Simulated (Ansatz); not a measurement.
`[SiH3]CSCS` + H₂ → `CSCS` + SiH₄  (hydrogenolysis of a C–Si bond)

Program: Ansatz. Geometries: PBE0-D4/def2-TZVP. ΔE: electronic, gas phase. CBS: MP2 limit from def2 TZ/QZ plus the TZ coupled-cluster correction, frozen cores. This one scheme is used for every species. One conformer a species, not always the lowest.

```json
{"species": "`[SiH3]CSCS`", "CCSD(T)/CBS(def2) energy (Eh)": "-1165.53537"}
{"species": "H₂", "CCSD(T)/CBS(def2) energy (Eh)": "-1.17544"}
{"species": "`CSCS`", "CCSD(T)/CBS(def2) energy (Eh)": "-875.26018"}
{"species": "SiH₄", "CCSD(T)/CBS(def2) energy (Eh)": "-291.46306"}
```

(1) Work out ΔE.

Largest T1 diagnostic among the species: 0.011.

Answers

(1) ΔE = (-875.26018) + (-291.46306) − (-1165.53537) − (-1.17544) = -0.01243 Eh = -0.34 eV.

The D4 term adds +0.13 eV with B3LYP and +0.07 eV with PBE0; it sums over pairs of atoms, weighted by their polarisabilities, and B3LYP, whose exchange is more repulsive, gets the larger term. At CCSD(T), def2-SVP lies −0.17 eV from the extrapolated value and def2-TZVPP −0.04 eV. In def2-TZVPP, CCSD(T) changes the Hartree–Fock value by +0.27 eV (the triples alone add +0.05 eV) and MP2 by +0.34 eV.

B3LYP here is the variant with VWN-RPA as its local correlation; programs differ in this.
